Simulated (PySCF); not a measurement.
# Radial density of Ba (barium, neutral)

UHF, [Xe] 5d2, high-spin 3F determinant (an excited configuration). All numbers are calculated (PySCF 2.14, the spin-free X2C one-electron Hamiltonian (Gaussian nucleus), in aug-cc-pVDZ-X2C).

```json
{"r (bohr)": "0.0183", "4πr²ρ (e/bohr)": "74.01", "4πr²(ρα − ρβ)": "-0.0004"}
{"r (bohr)": "0.0308", "4πr²ρ (e/bohr)": "64.32", "4πr²(ρα − ρβ)": "-0.0010"}
{"r (bohr)": "0.0518", "4πr²ρ (e/bohr)": "77.29", "4πr²(ρα − ρβ)": "-0.0010"}
{"r (bohr)": "0.0871", "4πr²ρ (e/bohr)": "94.29", "4πr²(ρα − ρβ)": "0.0074"}
{"r (bohr)": "0.147", "4πr²ρ (e/bohr)": "68.95", "4πr²(ρα − ρβ)": "0.0228"}
{"r (bohr)": "0.246", "4πr²ρ (e/bohr)": "79.97", "4πr²(ρα − ρβ)": "0.0064"}
{"r (bohr)": "0.415", "4πr²ρ (e/bohr)": "30.04", "4πr²(ρα − ρβ)": "0.0168"}
{"r (bohr)": "0.697", "4πr²ρ (e/bohr)": "31.81", "4πr²(ρα − ρβ)": "0.0513"}
{"r (bohr)": "1.17", "4πr²ρ (e/bohr)": "9.737", "4πr²(ρα − ρβ)": "-0.0019"}
{"r (bohr)": "1.97", "4πr²ρ (e/bohr)": "5.216", "4πr²(ρα − ρβ)": "0.3310"}
{"r (bohr)": "3.32", "4πr²ρ (e/bohr)": "0.9909", "4πr²(ρα − ρβ)": "0.4736"}
{"r (bohr)": "5.58", "4πr²ρ (e/bohr)": "0.2323", "4πr²(ρα − ρβ)": "0.2272"}
{"r (bohr)": "9.39", "4πr²ρ (e/bohr)": "0.03530", "4πr²(ρα − ρβ)": "0.0353"}
{"r (bohr)": "15.8", "4πr²ρ (e/bohr)": "0.0002933", "4πr²(ρα − ρβ)": "0.0003"}
```

Densities and radii are taken from the X2C orbitals without a picture-change correction, which distorts them close to the nucleus.

Spin-orbit coupling, absent here, splits the open shell strongly.
